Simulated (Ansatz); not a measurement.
In5O12H9, relaxed as a singlet with RKS PBE-D4/def2-SVP in Ansatz, starting from the GFN2-xTB geometry. Force threshold 0.03 eV/Å.

In the def2 sets In takes a core potential; there is no spin–orbit coupling. The structure holds one bond between oxygen atoms, so isomers without such links may lie far lower.

Start:

| atom | x (Å) | y (Å) | z (Å) |
| --- | --- | --- | --- |
| In1 | 0.9404 | 1.2964 | -0.1108 |
| In2 | 0.0101 | -1.9422 | -0.2160 |
| In3 | -0.2931 | 0.0444 | 2.9458 |
| In4 | -1.1355 | 0.5480 | -2.3989 |
| In5 | 3.3117 | -0.9413 | -0.9487 |
| O6 | -1.7257 | -2.4410 | 0.4512 |
| O7 | 1.6020 | -3.0060 | -0.7746 |
| O8 | -0.3075 | 1.7674 | 1.5292 |
| O9 | 1.9357 | -0.1310 | 1.1727 |
| O10 | 0.9162 | 0.8661 | 4.2111 |
| O11 | -1.9994 | -0.8320 | 3.0083 |
| O12 | -0.5574 | 2.3112 | -1.3243 |
| O13 | 0.9820 | -1.1440 | 1.6010 |
| O14 | -1.0425 | 0.7924 | -4.2939 |
| O15 | 2.6587 | 1.7820 | -0.9160 |
| O16 | 0.4407 | -0.3452 | -1.4136 |
| O17 | -2.6386 | -0.3616 | -1.5545 |
| H18 | -2.3833 | -1.9469 | -0.0491 |
| H19 | 1.7170 | -3.7817 | -0.2234 |
| H20 | 0.1090 | 2.4498 | 2.0661 |
| H21 | 1.8051 | 0.6011 | 3.9641 |
| H22 | -2.0631 | -1.4511 | 2.2699 |
| H23 | -1.2784 | 2.5687 | -0.7407 |
| H24 | -0.2274 | 1.2213 | -4.5495 |
| H25 | 2.6044 | 2.4961 | -1.5508 |
| H26 | -3.3808 | -0.4210 | -2.1547 |

```
         step  energy (eV)  largest force component (eV/Å)  SCF passes
            1  -50543.7057                           2.075          27
            2  -50544.6620                           0.568          29
            3  -50544.7173                           0.611          21
            4  -50544.7827                           0.193          22
            5  -50544.8002                           0.116          22
            6  -50544.8113                           0.121          21
            7  -50544.8185                           0.062          22
            8  -50544.8244                           0.145          21
 9 (rejected)  -50544.7033                           0.769          29
           10  -50544.8322                           0.110          22
           11  -50544.8383                           0.314          23
           12  -50544.8478                           0.397          23
           13  -50544.8611                           0.324          21
           14  -50544.8734                           0.325          21
           15  -50544.8834                           0.297          22
           16  -50544.8884                           0.286          23
           17  -50544.8927                           0.279          22
           18  -50544.8957                           0.196          23
19 (rejected)  -50544.8845                           0.158          21
           20  -50544.8986                           0.133          22
           21  -50544.8995                           0.082          23
           22  -50544.9006                           0.060          22
           23  -50544.9011                           0.033          23
           24  -50544.9013                           0.017          23
```

Force components are those of the run's own axes.

End:

```xyz
26

In    1.094    1.270   -0.257
In    0.234   -2.057   -0.288
In   -0.578    0.058    2.661
In   -1.381    0.596   -2.264
In    3.822   -0.963   -0.151
O    -1.685   -2.556    0.148
O     2.124   -2.760   -0.777
O    -0.219    1.848    1.360
O     2.002   -0.188    1.156
O     0.340    1.217    4.061
O    -2.219   -1.069    2.523
O    -0.359    2.390   -1.486
O     0.944   -1.125    1.583
O    -1.914    0.811   -4.200
O     3.114    1.364   -0.783
O     0.337   -0.326   -1.465
O    -2.707   -0.287   -0.958
H    -2.191   -1.815   -0.312
H     2.354   -3.578   -0.292
H     0.282    2.278    2.095
H     1.202    0.802    4.265
H    -2.070   -1.673    1.741
H    -0.916    2.847   -0.820
H    -1.259    1.387   -4.642
H     3.289    1.754   -1.662
H    -3.640   -0.226   -1.237
```

Bonds formed: In5–O9 (atoms count from 1).

No frequencies were taken in this run, so the end may be a saddle point.

Hardware: 2 threads of AMD EPYC 7R13 on a shared host and a share (18 GiB) of an NVIDIA H100 80GB HBM3. Wall time 76 s, peak host memory 1.1 GiB.
